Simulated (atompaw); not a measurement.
# Ga: one change to a PAW (atompaw) potential, before and after

* Element: Ga (Z = 31)
* Generator: atompaw 4.2.0.5
* Type: PAW
* Functional: PBE
* Relativity: scalar-relativistic
* Frozen core: [Ar]
* Valence charge: 13
* Reference configuration: 3d10 4s1 4p2
* Partial waves: 4s (bound): rc 2.10 bohr; 4s channel at -0.3 Ry: rc 2.10 bohr; 4p (bound): rc 2.10 bohr; 4p channel at 3.2 Ry: rc 2.10 bohr; 3d (bound): rc 1.25 bohr; 3d channel at 2.15 Ry: rc 1.25 bohr
* Local potential: troulliermartins scheme with l = 3 at 0 Ry, radius 2.00 bohr
* Core correction: smooth core density matched at 1.85 bohr
* Augmentation charge: sinc compensation charge, radius 1.95 bohr; PAW radius 2.10 bohr; waves and projectors: custom rrkj gramschmidtortho

Change: all radii scaled by about 0.73 (s 1.54, p 1.54, d 0.92 bohr); local potential troulliermartins scheme with l = 3 at 0 Ry, radius 1.46 bohr; augmentation sinc compensation charge, radius 1.42 bohr; PAW radius 1.54 bohr; waves and projectors: custom rrkj gramschmidtortho; core correction smooth core density matched at 1.36 bohr.

Cutoffs: the cutoffs (Ry, on a coarse ladder) from which the occupation-weighted sum of valence levels, in a spherical-Bessel basis at the reference potential, stays within 10 and 1 mRy of its value at 400 Ry; they do not see the model core or the augmentation charge, which bear on the density cutoff.

What does the change do?

The potential gets harder (80 Ry and 140 Ry → 180 Ry and 300 Ry); a bound ghost appears in p, s, which as a rule spoils a file. A smaller radius makes the pseudo-wave follow the all-electron one further in, where it bends more sharply, so more plane waves are needed.

| quantity | base | changed |
| --- | --- | --- |
| cutoff, loose | 80 Ry | 180 Ry |
| cutoff, tight | 140 Ry | 300 Ry |
| loose cutoff by channel (10 mRy a level) | s 6 Ry, p 6 Ry, d 55 Ry | s 15 Ry, p 6 Ry, d 120 Ry |
| bound ghosts | none | s, p |
| lowest overlap eigenvalue by channel | s 0.36, p 0.60, d 0.18 | s 0.60, p 0.70, d 1.00 |

 A true bound ghost makes a file unfit for plane-wave use even where its test errors are small: the radial tests pick states by their node count and pass the ghost by. The cutoffs see the waves, projectors and local potential, not the compensation charge or the core.
